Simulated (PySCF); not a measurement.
**Working out the ionisation energy of B⁺**

B⁺ [He] 2s2 (1S) → B²⁺ [He] 2s1 (2S). All numbers are calculated (PySCF 2.14, the non-relativistic Hamiltonian (point nucleus), in aug-cc-pwCVQZ (9s8p6d4f2g, 109 functions)). Frozen: nothing. Energies in hartree (1 hartree = 27.21139 eV):

```json
{"part": "UHF", "B⁺ (lower)": "-24.237477", "B²⁺ (upper)": "-23.375960"}
{"part": "MP2 opposite-spin", "B⁺ (lower)": "-0.081813", "B²⁺ (upper)": "-0.042061"}
{"part": "MP2 same-spin", "B⁺ (lower)": "-0.001978", "B²⁺ (upper)": "-0.001155"}
```

Task: What does Hartree-Fock give?

Result: (-23.375960) − (-24.237477) = 0.861517 hartree = 23.443 eV.

Task: What do MP2 and SCS-MP2 (6/5 opposite-spin, 1/3 same-spin) give?

Result: The opposite-spin parts differ by 1.082 eV and the same-spin parts by 0.022 eV. MP2: 23.443 + (1.082) + (0.022) = 24.547 eV. SCS-MP2: 23.443 + 1.2 × (1.082) + (0.022)/3 = 24.749 eV.

Measured between the centres of the two terms (NIST): 25.155 eV, so MP2 (valence and next inner shell) is off by -0.608 eV.

What remains against the reference includes basis incompleteness and correlation beyond second order.
